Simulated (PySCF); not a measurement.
All values below come from PBE-D3(BJ)/def2-TZVP // PBE0-D3(BJ)/def2-TZVP (PySCF). All species are isolated molecules in the gas phase. One relaxed conformer stands for a flexible species; it need not be the lowest. Excitations are Tamm–Dancoff values on a coarser integration grid. The basis has no diffuse functions, so Rydberg states are missing or too high.

Reference species (SMILES): `C=[SiH]S` (C–Si–S–H torsion 1°) (neutral, multiplicity 1).

```json
{
 "brightest of the four lowest singlets (TDA)": "5.21 eV",
 "HOMO": "-5.29 eV"
}
```

Changed species: `C(=O)[SiH]=C` (C–Si–C–O torsion 0°) (X = formyl; the reference has X = mercapto).

Give the shifts of the brightest of the four lowest singlets (TDA) and HOMO.

the brightest of the four lowest singlets (TDA) decreases by 1.28 eV, to 3.93 eV; the HOMO drops by 0.56 eV, to -5.85 eV.
